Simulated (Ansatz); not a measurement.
```yaml
crystal:
  periodic: [false, false, false]
  atoms:
    - {symbol: F, position_ang: [-0.639281, -0.365117, 1.771435]}
    - {symbol: W, position_ang: [-0.017961, -0.032290, 0.068964]}
    - {symbol: S, position_ang: [1.953392, -0.765241, -0.108556]}
    - {symbol: S, position_ang: [-1.223985, -1.059603, -1.325703]}
    - {symbol: Cl, position_ang: [-0.022165, 2.148650, -0.447540]}
basis:
  gaussian: {orbitals: x2c-TZVPPall, final_grid: {core_spheres: 8, valence_spheres: 7, degree: 23}, point_charges: [{charge: -1.00, position_ang: [6.591, 0.136, 0.636]}]}
magnetization: {spin_polarized: true, initial_magnetization: 3}
hamiltonian: {xc: {name: HSE06}}
scf: {lower_state_search: off}
output: {forces: true}
```

```sh
$ ansatz run in.yaml --threads 4 --pin off --events-out ev --progress --plain --max-ram 10444MiB
```

(1) How does Ansatz answer? (Estimate.)

Results:

(1) Ansatz gave: The program refused the input.
```
Error: a molecule whose nuclei and cores have a total charge of 132 cannot have a net charge of 0 together with 3 unpaired electrons
```

HSE06 is defined as in plane-wave codes.
